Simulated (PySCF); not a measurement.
Molfile (atoms numbered from 1):
```
C5H5FOSi
     RDKit          3D

 13 12  0  0  0  0  0  0  0  0999 V2000
   -3.3945   -0.1848    0.0680 C   0  0  0  0  0  0  0  0  0  0  0  0
   -2.3685    0.4363   -0.0228 C   0  0  0  0  0  0  0  0  0  0  0  0
   -0.7822    1.3626   -0.1903 Si  0  0  1  0  0  4  0  0  0  0  0  0
   -0.3784    1.9114    1.2793 F   0  0  0  0  0  0  0  0  0  0  0  0
    0.5928    0.1162   -0.7063 C   0  0  0  0  0  0  0  0  0  0  0  0
    0.7591   -0.1570   -1.8803 O   0  0  0  0  0  0  0  0  0  0  0  0
    1.4159   -0.4869    0.3648 C   0  0  0  0  0  0  0  0  0  0  0  0
    2.4310   -1.2983    0.0915 C   0  0  0  0  0  0  0  0  0  0  0  0
   -4.2934   -0.7245    0.1573 H   0  0  0  0  0  0  0  0  0  0  0  0
   -0.8555    2.5249   -1.0543 H   0  0  0  0  0  0  0  0  0  0  0  0
    1.1535   -0.2209    1.3786 H   0  0  0  0  0  0  0  0  0  0  0  0
    3.0470   -1.7383    0.8576 H   0  0  0  0  0  0  0  0  0  0  0  0
    2.6688   -1.5401   -0.9326 H   0  0  0  0  0  0  0  0  0  0  0  0
  1  2  3  0
  2  3  1  0
  3  4  1  0
  3  5  1  0
  5  6  2  0
  5  7  1  0
  7  8  2  0
  1  9  1  0
  3 10  1  6
  7 11  1  0
  8 12  1  0
  8 13  1  0
M  END
```

PySCF 2.14 calculation with GFN2-xTB structure and shieldings: GIAO PBE0/pcSseg-1; non-relativistic, no solvent model, a single conformation.

Referencing at the same level of theory: 13C against TMS.

**Question.** Do the 13C shifts follow the atomic charges (in e)? Tabulate both.

**Answer.** 
| atoms | hybridisation | δ (ppm) | σ para (ppm) | Hirshfeld | IAO | Mulliken | ESP-fitted |
| --- | --- | --- | --- | --- | --- | --- | --- |
| C5 | sp2 | 227.6 | -295 | +0.07 | +0.10 | +0.03 | +0.37 |
| C7 | sp2 | 139.5 | -212 | -0.06 | -0.21 | -0.29 | -0.21 |
| C8 | sp2 | 135.1 | -201 | -0.05 | -0.23 | -0.06 | -0.26 |
| C1 | sp | 105.7 | -179 | -0.06 | -0.15 | -0.14 | -0.30 |
| C2 | sp | 85.2 | -157 | -0.16 | -0.35 | -0.21 | -0.16 |

Correlation coefficients of δ with charge over these carbons: Hirshfeld +0.94, IAO +0.92, Mulliken +0.69, ESP-fitted +0.87; with the paramagnetic shielding -1.00. With so few points, grouped by hybridisation, these coefficients are fragile. Charge is one influence among several: hybridisation and low-lying excitations act through the paramagnetic term.

Shifts are as computed. Against solution values, carbons near 30 ppm lie about +3 ppm off and those near 130 ppm about +5 ppm. Of 1211 compounds with measured shifts, 218 miss one by over three times the rms of a fit or turn the order of signals round; such compounds aren't used in these exercises.
